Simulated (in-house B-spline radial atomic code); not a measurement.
## Binding energies in the ruthenium ion Ru⁸⁺

NIST's tabulated ground configuration is [Ar] 3d10 4s2 4p6; each binding energy is the energy of the ion with one electron taken from that subshell, relaxed, less that of the parent. Computed with a B-spline radial code for spherical atoms: Dirac-Hartree-Fock, average of configuration, Fermi nucleus of rms radius 4.4809 fm. Energies include first-order Breit, QED and recoil terms.

```json
{"subshell": "1s", "X-ray name": "K", "binding energy (eV)": "22271.6", "-ε (eV)": "22388.4", "relaxation (eV)": "53.4"}
{"subshell": "2s", "X-ray name": "L1", "binding energy (eV)": "3386.7", "-ε (eV)": "3417.5", "relaxation (eV)": "24.6"}
{"subshell": "2p1/2", "X-ray name": "L2", "binding energy (eV)": "3124.4", "-ε (eV)": "3158.0", "relaxation (eV)": "27.6"}
{"subshell": "2p3/2", "X-ray name": "L3", "binding energy (eV)": "2995.4", "-ε (eV)": "3026.3", "relaxation (eV)": "26.8"}
{"subshell": "3s", "X-ray name": "M1", "binding energy (eV)": "740.6", "-ε (eV)": "748.0", "relaxation (eV)": "6.5"}
{"subshell": "3p1/2", "X-ray name": "M2", "binding energy (eV)": "638.4", "-ε (eV)": "646.0", "relaxation (eV)": "6.8"}
{"subshell": "3p3/2", "X-ray name": "M3", "binding energy (eV)": "615.8", "-ε (eV)": "622.8", "relaxation (eV)": "6.5"}
{"subshell": "3d3/2", "X-ray name": "M4", "binding energy (eV)": "435.5", "-ε (eV)": "443.3", "relaxation (eV)": "7.6"}
{"subshell": "3d5/2", "X-ray name": "M5", "binding energy (eV)": "431.3", "-ε (eV)": "438.8", "relaxation (eV)": "7.4"}
{"subshell": "4s", "X-ray name": "N1", "binding energy (eV)": "217.8", "-ε (eV)": "218.7", "relaxation (eV)": "0.7"}
{"subshell": "4p1/2", "X-ray name": "N2", "binding energy (eV)": "181.4", "-ε (eV)": "182.2", "relaxation (eV)": "0.7"}
{"subshell": "4p3/2", "X-ray name": "N3", "binding energy (eV)": "177.2", "-ε (eV)": "178.0", "relaxation (eV)": "0.7"}
```

Relaxation = -ε minus the binding energy without Breit, QED and recoil terms.

Emission lines follow as differences of binding energies, with λ = 12398.42 eV·Å / E:

```
 line          holes  energy (eV)  wavelength (Å)
 K-L3     1s → 2p3/2      19276.2          0.6432
 K-L2     1s → 2p1/2      19147.2         0.64753
 K-M3     1s → 3p3/2      21655.8         0.57252
L3-M5  2p3/2 → 3d5/2       2564.1          4.8354
L2-M4  2p1/2 → 3d3/2       2688.9           4.611
L1-M3     2s → 3p3/2       2770.9          4.4745
L3-M1     2p3/2 → 3s       2254.8          5.4987
```

(1) What screening constant σ does Moseley's law, E = (3/4)·13.6057 eV·(Z - σ)², need for K-L3?

Moseley's non-relativistic formula needs a falling, then negative, screening constant for heavy elements, because relativity binds the 1s electron more strongly than the formula allows.

(2) What does it cost to remove both a 3s and a 3d3/2 electron?

(3) What does it cost to remove both a 2s and a 3p3/2 electron?

(4) What does it cost to remove both a 1s and a 2p1/2 electron?

## Answers

(1) σ = 0.54.

(2) 1222.9 eV, which is 46.79 eV more than the two single binding energies together.

(3) 4059.3 eV, which is 56.89 eV more than the two single binding energies together.

(4) 25597 eV, which is 200.7 eV more than the two single binding energies together.
